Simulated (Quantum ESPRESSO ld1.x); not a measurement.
The numbers below are computed, except where a source is named.
Species: Ge5+. Configuration: [Ne] 3s1.75 3p6 3d9.25 (fractional occupations, a model configuration). Code: ld1.x of Quantum ESPRESSO 7.5. Model: scalar-relativistic Kohn-Sham, LDA (Slater exchange, VWN5 correlation), spin-polarised, spherical densities, point nucleus; open shells are filled with parallel spins first. Some entries of the table are withheld. Estimate them.

| orbital | occ. | eigenvalue (hartree) | <r^2> (bohr^2) |
|---|---|---|---|
| 1s up | 1 | -405.059 | 0.002981 |
| 1s down | 1 | -405.050 | 0.002981 |
| 2s up | 1 | -53.2669 | 0.05220 |
| 2s down | 1 | -53.2353 | 0.05217 |
| 2p up | 3 | -46.9706 | (1) |
| 2p down | 3 | -46.9448 | (2) |
| 3s up | 1 | (3) | 0.4413 |
| 3s down | 0.75 | (4) | 0.4424 |
| 3p up | 3 | -7.07551 | (5) |
| 3p down | 3 | -7.02319 | (6) |
| 3d up | 5 | -3.87856 | 0.5755 |
| 3d down | 4.25 | -3.82860 | 0.5819 |

Answer. 
(1) 2p up <r^2> (bohr^2): 0.04142
(2) 2p down <r^2> (bohr^2): 0.04139
(3) 3s up eigenvalue (hartree): -9.01160
(4) 3s down eigenvalue (hartree): -8.95775
(5) 3p up <r^2> (bohr^2): 0.4757
(6) 3p down <r^2> (bohr^2): 0.4775
